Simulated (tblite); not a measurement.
Write Cartesian coordinates for InChI=1S/C5H9O2/c1-7-5(4-6)2-3-5/h2-4H2,1H3 as optimised with GFN2-xTB. (Doublet state.)

```xyz
16
C5H9O2 angstrom
C      1.9193    0.6299   -0.0548
O      0.9971   -0.0469   -0.8556
C     -0.2410   -0.1798   -0.2569
C     -0.9147    1.2308   -0.1356
O     -0.1661    2.0573    0.5829
C     -1.0558   -1.3883   -0.5677
C     -0.4654   -1.2082    0.8089
H      2.2160    0.0481    0.8233
H      1.3923    1.5539    0.3263
H      2.7746    0.8924   -0.6723
H     -1.8829    1.0339    0.3603
H     -1.0971    1.5882   -1.1693
H     -2.1203   -1.2712   -0.6963
H     -0.6106   -2.1259   -1.2172
H      0.3695   -1.8358    1.0827
H     -1.1225   -0.9694    1.6298
```

Orientation and origin are arbitrary. Atoms count from 1 in this order. Of the pairs four or more bonds apart, O5···H9 is among the closest relative to their van der Waals radii: 1.66 Å, 61 % of the sum of Bondi's values. The C–O distances run from 1.327 Å (C4–O5, drawn single) to 1.396 Å (C1–O2, drawn single), a spread of 0.069 Å. The C–C distances run from 1.490 Å (C3–C6, drawn single) to 1.568 Å (C3–C4, drawn single), a spread of 0.078 Å. The 3-membered ring C3–C6–C7 has internal angles of 59.4° to 60.6°.

Bonds between heavy atoms (Å): C1–O2 1.396, O2–C3 1.382, C3–C4 1.568, C4–O5 1.327, C3–C6 1.490, C6–C7 1.509, C3–C7 1.498.

Structure optimised with GFN2-xTB, isolated species. This method treats the open shell by occupation alone, without spin polarisation.

Point group: C1 (no symmetry element, even within 0.4 Å). Its GFN2-xTB frequencies are all real (lowest 125 cm⁻¹). Torsions: C1–O2–C3–C4 68°, O2–C3–C4–O5 -59°.

On an Arm Neoverse V2 with one thread, shared host with 96 logical CPUs at a one-minute load of 21, this took 0.74 s of wall time. This is the geometry optimisation.

One conformer stands for the species.

The numbers are calculated, not measured.
